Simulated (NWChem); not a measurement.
System: CH$_{3}$Mg, doublet; SMILES [CH3][Mg]

Output (shortened):

```
             Northwest Computational Chemistry Package (NWChem) 7.3.0
             --------------------------------------------------------

                             Geometry "geometry" -> ""
                             -------------------------

 Output coordinates in angstroms (scale by  1.889725989 to convert to a.u.)

  No.       Tag          Charge          X              Y              Z
 ---- ---------------- ---------- -------------- -------------- --------------
    1 Mg                  12.0000     0.00000000     0.00000000    -0.95113000
    2 C                    6.0000     0.00000000     0.00000000     1.17951100
    3 H                    1.0000     0.72937200     0.72937200     1.57135800
    4 H                    1.0000     0.26696900    -0.99634100     1.57135800
    5 H                    1.0000    -0.99634100     0.26696900     1.57135800

 Effective nuclear repulsion energy (a.u.)      34.3937518569

                              NWChem Property Module
                              ----------------------

  itol2e modified to match energy
  convergence criterion.

                                 NWChem DFT Module
                                 -----------------

 Summary of "ao basis" -> "ao basis" (spherical)
 ------------------------------------------------------------------------------
       Tag                 Description            Shells   Functions and Types
 ---------------- ------------------------------  ------  ---------------------
 Mg                         cc-pvtz                 12       34   5s4p2d1f
 C                          cc-pvtz                 10       30   4s3p2d1f
 H                          cc-pvtz                  6       14   3s2p1d

  itol2e modified to match energy
  convergence criterion.

            General Information
            -------------------
          SCF calculation type: DFT
          Wavefunction type:  spin polarized.
          No. of atoms     :     5
          No. of electrons :    21
           Alpha electrons :    11
            Beta electrons :    10
          Charge           :     0
          Spin multiplicity:     2
          Use of symmetry is: off; symmetry adaption is: off
          Maximum number of iterations: 150
          AO basis - number of functions:   106
                     number of shells:    40
          Convergence on energy requested:  1.00D-07
          Convergence on density requested:  1.00D-05
          Convergence on gradient requested:  5.00D-04

              XC Information
              --------------
                         PBE0 Method XC Functional
                     Hartree-Fock (Exact) Exchange  0.250
          PerdewBurkeErnzerhof Exchange Functional  0.750
            Perdew 1991 LDA Correlation Functional  1.000 local
           PerdewBurkeErnz. Correlation Functional  1.000 non-local

             Grid Information
             ----------------
          Grid used for XC integration:  fine
          Radial quadrature: Mura-Knowles
          Angular quadrature: Lebedev.
          Tag              B.-S. Rad. Rad. Pts. Rad. Cut. Ang. Pts.
          ---              ---------- --------- --------- ---------
          Mg                  1.50      123          10.0       770
          C                   0.70       70          10.0       590
          H                   0.35       60          12.0       590
          Grid pruning is: on
          Number of quadrature shells:   373
          Spatial weights used:  Erf1

      Superposition of Atomic Density Guess
      -------------------------------------

 Sum of atomic energies:        -238.78327181

      Non-variational initial energy
      ------------------------------

 Total energy =    -239.352263
 1-e energy   =    -399.240856
 2-e energy   =     125.494841
 HOMO         =      -0.135301
 LUMO         =       0.041520

[...]

          -----------------------
          Electric field gradient
          -----------------------

 1 a.u. = 0.324123 10**(16) esu/cm**3  ( or statvolts/cm**2 ) = 0.97174 10**(22) v/m**2

 ------------------------------------------------------------
   Atom      X         Y         Z
 ------------------------------------------------------------
    1 Mg   0.00000   0.00000  -1.79738
 ------------------------------------------------------------

 Electric field gradient in molecular frame (a.u.)
         XX             YY             ZZ             XY             XZ             YZ
 ------------------------------------------------------------------------------------------
       -0.292876      -0.292876       0.585752      -0.000000       0.000000       0.000000

 Principal components (a.u.) and orientation
 of principal axis w.r.t. absolute frame                      Asymmetry parameter eta
 --------------------------------------------------------------------------------------
        0.585752      -0.292876      -0.292876                       0.000000

        0.000000       0.707086       0.707128
        0.000000       0.707128      -0.707086
        1.000000      -0.000000       0.000000

 ------------------------------------------------------------
   Atom      X         Y         Z
 ------------------------------------------------------------
    2 C    0.00000   0.00000   2.22895
 ------------------------------------------------------------

 Electric field gradient in molecular frame (a.u.)
         XX             YY             ZZ             XY             XZ             YZ
 ------------------------------------------------------------------------------------------
       -0.063197      -0.063197       0.126393       0.000000       0.000000       0.000000

 Principal components (a.u.) and orientation
 of principal axis w.r.t. absolute frame                      Asymmetry parameter eta
 --------------------------------------------------------------------------------------
        0.126393      -0.063197      -0.063196                       0.000003

        0.000001       0.707165       0.707048
        0.000001      -0.707048       0.707165
        1.000000      -0.000000      -0.000001

 ------------------------------------------------------------
   Atom      X         Y         Z
 ------------------------------------------------------------
    3 H    1.37831   1.37831   2.96944
 ------------------------------------------------------------

 Electric field gradient in molecular frame (a.u.)
         XX             YY             ZZ             XY             XZ             YZ
 ------------------------------------------------------------------------------------------
       -0.050786      -0.050786       0.101573      -0.184923      -0.099735      -0.099735

 Principal components (a.u.) and orientation
 of principal axis w.r.t. absolute frame                      Asymmetry parameter eta
 --------------------------------------------------------------------------------------
       -0.286918       0.152781       0.134136                       0.064983

        0.664657      -0.241312       0.707107
        0.664657      -0.241312      -0.707107
        0.341267       0.939966      -0.000000

 ------------------------------------------------------------
   Atom      X         Y         Z
 ------------------------------------------------------------
    4 H    0.50450  -1.88281   2.96944
 ------------------------------------------------------------

 Electric field gradient in molecular frame (a.u.)
         XX             YY             ZZ             XY             XZ             YZ
 ------------------------------------------------------------------------------------------
        0.109361      -0.210934       0.101572       0.092461      -0.036505       0.136240

 Principal components (a.u.) and orientation
 of principal axis w.r.t. absolute frame                      Asymmetry parameter eta
 --------------------------------------------------------------------------------------
       -0.286917       0.152781       0.134136                       0.064983

       -0.243281      -0.088326       0.965926
        0.907938       0.329639       0.258819
       -0.341267       0.939966      -0.000001

 ------------------------------------------------------------
   Atom      X         Y         Z
 ------------------------------------------------------------
    5 H   -1.88281   0.50450   2.96944
 ------------------------------------------------------------

 Electric field gradient in molecular frame (a.u.)
         XX             YY             ZZ             XY             XZ             YZ
 ------------------------------------------------------------------------------------------
       -0.210934       0.109361       0.101572       0.092461       0.136240      -0.036505

 Principal components (a.u.) and orientation
 of principal axis w.r.t. absolute frame                      Asymmetry parameter eta
 --------------------------------------------------------------------------------------
       -0.286917       0.152781       0.134136                       0.064983

        0.907938       0.329639       0.258819
       -0.243281      -0.088326       0.965926
       -0.341267       0.939966      -0.000001
```

Level: PBE0/cc-pVTZ, spin-unrestricted. In the optimisation the excess spin sits in a1 (C3v, its own frame). All runs use the structure optimised with PBE0/def2-SVP, spin-unrestricted. This spin state was assumed; another may lie lower. No stability test was run on the SCF state. NWChem prints the field gradient with the sign opposite to the second derivative of the potential.

Reconstruct the input file.

Several could match; the one computed here: the input that was run:
```
start job
memory heap 200 mb stack 700 mb global 900 mb
geometry units angstroms noautosym nocenter noautoz
  Mg     0.000000     0.000000    -0.951130
  C      0.000000     0.000000     1.179511
  H      0.729372     0.729372     1.571358
  H      0.266969    -0.996341     1.571358
  H     -0.996341     0.266969     1.571358
end
basis spherical
  * library cc-pvtz
end
dft
  odft
  mult 2
  xc pbe0
  iterations 150
end
property
  efieldgrad
end
task dft property
```
